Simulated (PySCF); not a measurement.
## Sulfur: a sound run and one with changed settings

Sound run: S⁺ [Ne] 3s2 3p3, S²⁺ [Ne] 3s2 3p2. Calculation: PySCF 2.14, in x2c-TZVPall (5s5p2d1f, 37 functions); the spin-free X2C one-electron Hamiltonian (Gaussian nucleus). In the sound run the correlated levels freeze [Ne]. The sound run starts from symmetry-adapted Hartree-Fock orbitals and uses a fine grid where one is needed.

Changed run: no relativity, point nucleus. This setting is unsound on purpose.

```json
{"species": "S⁺", "method": "UHF", "sound run (hartree)": "-398.24553", "changed run (hartree)": "-396.98163", "converged": "yes"}
{"species": "S⁺", "method": "TPSS", "sound run (hartree)": "-398.84110", "changed run (hartree)": "-397.57462", "converged": "yes"}
{"species": "S⁺", "method": "PBE", "sound run (hartree)": "-398.64936", "changed run (hartree)": "-397.38158", "converged": "yes"}
{"species": "S⁺", "method": "MP2", "sound run (hartree)": "-398.33299", "changed run (hartree)": "-397.06913", "converged": "yes"}
{"species": "S⁺", "method": "CCSD(T)", "sound run (hartree)": "-398.35649", "changed run (hartree)": "-397.09272", "converged": "yes"}
{"species": "S²⁺", "method": "UHF", "sound run (hartree)": "-397.41108", "changed run (hartree)": "-396.14707", "converged": "yes"}
{"species": "S²⁺", "method": "TPSS", "sound run (hartree)": "-397.98270", "changed run (hartree)": "-396.71598", "converged": "yes"}
{"species": "S²⁺", "method": "PBE", "sound run (hartree)": "-397.79258", "changed run (hartree)": "-396.52461", "converged": "yes"}
{"species": "S²⁺", "method": "MP2", "sound run (hartree)": "-397.47637", "changed run (hartree)": "-396.21240", "converged": "yes"}
{"species": "S²⁺", "method": "CCSD(T)", "sound run (hartree)": "-397.50082", "changed run (hartree)": "-396.23699", "converged": "yes"}
```

Ionisation energy of S⁺:

| method | sound run (eV) | changed run (eV) |
| --- | --- | --- |
| UHF | 22.706 | 22.709 |
| TPSS | 23.358 | 23.365 |
| PBE | 23.314 | 23.320 |
| MP2 | 23.310 | 23.313 |
| SCS-MP2 | 23.126 | 23.130 |
| CCSD | 23.246 | 23.248 |
| CCSD(T) | 23.284 | 23.286 |

Most of the change in total energy is the relativistic energy itself. On top of that the contraction fixes the core shape for the Hamiltonian it was made with, so the changed run is not a good calculation with the other Hamiltonian either.

For comparison, NIST gives 23.338 eV between the lowest levels.
